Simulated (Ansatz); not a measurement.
Job for Ansatz (a program for electronic structure): U-RI-MP2/cc-pVTZ on C6H5 (SMILES [c]1ccccc1). The basis file is the Basis Set Exchange's JSON of that set.

Ansatz 0.2 input:
```yaml
crystal:
  periodic: [false, false, false]
  atoms:
    - {symbol: C, position_ang: [-1.51598836, 0.37695486, 0.02718707]}
    - {symbol: C, position_ang: [-0.61042154, 1.41740737, 0.01523476]}
    - {symbol: C, position_ang: [0.75085529, 1.06595082, -0.00919253]}
    - {symbol: C, position_ang: [1.12992799, -0.28095568, -0.02029851]}
    - {symbol: C, position_ang: [0.16421578, -1.29348004, -0.00717044]}
    - {symbol: C, position_ang: [-1.20313595, -0.96645966, 0.01730554]}
    - {symbol: H, position_ang: [-0.91970049, 2.46609744, 0.02403694]}
    - {symbol: H, position_ang: [1.51238275, 1.85076191, -0.01949537]}
    - {symbol: H, position_ang: [2.18996155, -0.54453427, -0.03940609]}
    - {symbol: H, position_ang: [0.46952336, -2.34356075, -0.01591008]}
    - {symbol: H, position_ang: [-1.96752037, -1.74818200, 0.02770871]}
basis:
  gaussian:
    orbitals: cc-pVTZ
    fitting: {mean_field: def2-universal-JKFIT, correlation: cc-pVTZ-RIFIT.json}
magnetization: {spin_polarized: true, initial_magnetization: 1}
correlation: {method: mp2, electrons: outside_noble_gas}
scf: {omitted_lower_state_checks: [cluster_reference]}
```

It printed:

```
WARN ansatz: RAYON_NUM_THREADS=8 ignored (pool sized by the plan → 8); use --threads N
Functional definition: HF
these checks for a lower state are left out or cut short: cluster_reference
integrals: 0.32 GiB planned
540 factors; integrals over basis functions are off by at most 9.1e-1 eV
636 factors; integrals over basis functions are off by at most 6.8e-1 eV
mean field: 0.94 GiB planned
mean field evaluation 1: about -6258.0458 eV, gradient 2.4e1 eV
mean field evaluation 2: about -6261.4024 eV, gradient 9.2e0 eV
mean field evaluation 4: about -6262.0518 eV, gradient 1.0e0 eV
mean field evaluation 8: about -6262.0972 eV, gradient 5.8e-1 eV
mean field evaluation 16: about -6258.9540 eV, gradient 2.0e0 eV
mean field -6262.34141135 eV, -230.1368020996 hartree, gradient 2.2e-6 eV, S^2 1.383978; 1 other end points of the search recorded, 0 dependent functions left out
6 core orbitals not correlated
reference -6262.34141135 eV, -230.1368020996 hartree; 15, 14 occupied and 229, 230 virtual orbitals, 636 factors
second order -23.47884170 eV of doubles, -0.00000000 eV of singles
Total energy: -6285.82025305 eV, -230.9996336175 hartree
Checks for a lower state left out: cluster_reference
```

Self-consistency was reached. Its determinant has ⟨S²⟩ = 1.38, a mixture of spin states.

Cost: very roughly 11 core-seconds.
